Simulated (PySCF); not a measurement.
Species: CH6FO3Si3 (doublet state).
Cartesian coordinates in Å at the GFN2-xTB level; atoms count from 1:
```
atom  x, y, z in Å
C1     2.4189    0.3916    0.1908
Si2    0.7173    0.0523   -0.5164
F3     0.6970    0.1703   -2.1234
O4     0.2226   -1.4550   -0.2027
Si5   -1.2595   -2.0139    0.2146
O6    -2.1714   -0.7254    0.6346
Si7   -1.9205    0.8754    0.4975
O8    -0.3865    1.1141   -0.0018
H9     2.4958    0.1090    1.2349
H10    3.1641   -0.1671   -0.3638
H11    2.6628    1.4446    0.1078
H12   -1.8574   -2.5899   -0.9830
H13   -2.8007    1.3651   -0.5491
H14   -1.9832    1.4287    1.8377
```

As a line formula: `C[Si@@]1(F)O[SiH]O[SiH2]O1` [radical].

Method: UKS B3LYP, pcH-1 on C F H O Si, non-relativistic, mean-field spin-orbit, GIAO in PySCF. Isolated species at its GFN2-xTB geometry, gas phase. Couplings are sensitive to structure, and on GFN2-xTB geometries they can be far from those on DFT ones, by a factor of two or more for some ions and for spin on atoms past the first row. No stability test was run, so a lower SCF solution isn't excluded.

Problem. Where do the isotropic ENDOR lines of F3, H13 and H14 fall at 345.5 mT, to first order?

Solution. ν± = |νn ± a/2|, one line for each electron-spin manifold; νn = |g_N| × 7.62259 MHz/T × B.

```csv
nuclei,isotope,g_N,νn (MHz),a_iso (MHz),lower line (MHz),upper line (MHz)
F3,19F,5.2577,13.85,10.27,8.71,18.98
H13,1H,5.5857,14.71,7.44,10.99,18.43
H14,1H,5.5857,14.71,-1.26,14.08,15.34
```

Problem. Which pairs are centred on the nuclear Larmor frequency, and which on half the coupling?

Solution. Centred on νn, since |a| < 2νn: F3, H13 and H14. No pair has |a| > 2νn.

Couplings of abundant isotopes left out: H12 (244.3 MHz).

The Mulliken spin populations are largest on Si5 (+0.80) and H12 (+0.11). Si5 is the only atom above +0.15. The angles at Si5 add up to 321.9°, so it is pyramidal.
